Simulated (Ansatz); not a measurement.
Ansatz (a quantum-chemistry and plane-wave program) input (B3LYP-D3(BJ)/def2-TZVP):

Ansatz 0.2 input:
```yaml
crystal:
  periodic: [false, false, false]
  atoms:
    - {symbol: Sn, position_ang: [0.47788843, -0.37989510, 0.54034158]}
    - {symbol: O, position_ang: [1.28912453, -0.14140586, -1.12069310]}
    - {symbol: F, position_ang: [-1.70316395, 0.50772426, 0.59915862]}
basis:
  gaussian:
    orbitals: def2-TZVP
hamiltonian:
  xc: b3lyp
  dispersion: d3bj
total_charge: -1
relax: {f_tol: 0.002, max_steps: 150}
```

End of the output:

```
the calculation of the forces begins
reference -10601.99340323 eV, -389.6160712796 hartree; 20, 20 occupied and 92, 92 virtual orbitals, 739 factors
relax step   6: F+E_penalty+E_count = -10602.06690724 eV  Δ(F+E_penalty+E_count) = -1.632e-5 eV  max|allowed force component| = 3.428e-4 eV/Å  Δτ_max = 0.0017 Å  (36 SCF iters, accepted)
integrals: 0.03 GiB planned
739 factors; their error is unknown
mean field: 0.31 GiB planned
mean field evaluation 64: about -10598.2124 eV, gradient 4.3e1 eV
mean field -10601.99318987 eV, -389.6160634388 hartree, gradient 2.1e-5 eV, S^2 0.000000; 1 other end points of the search recorded, 0 dependent functions left out
the calculation of the forces begins
reference -10601.99340323 eV, -389.6160712796 hartree; 20, 20 occupied and 92, 92 virtual orbitals, 739 factors
Total energy: -10602.06712060 eV, -389.6187803430 hartree
Atom 0 at     0.402831    -0.374294     0.614272 Å, force     0.000071    -0.000034     0.000011 eV/Å
Atom 1 at     1.145964    -0.092885    -1.088753 Å, force     0.000271    -0.000055    -0.000168 eV/Å
Atom 2 at    -1.484946     0.453602     0.493288 Å, force    -0.000343     0.000088     0.000157 eV/Å
Dipole moment:     0.126759    -0.330347     0.800138 e Å
```
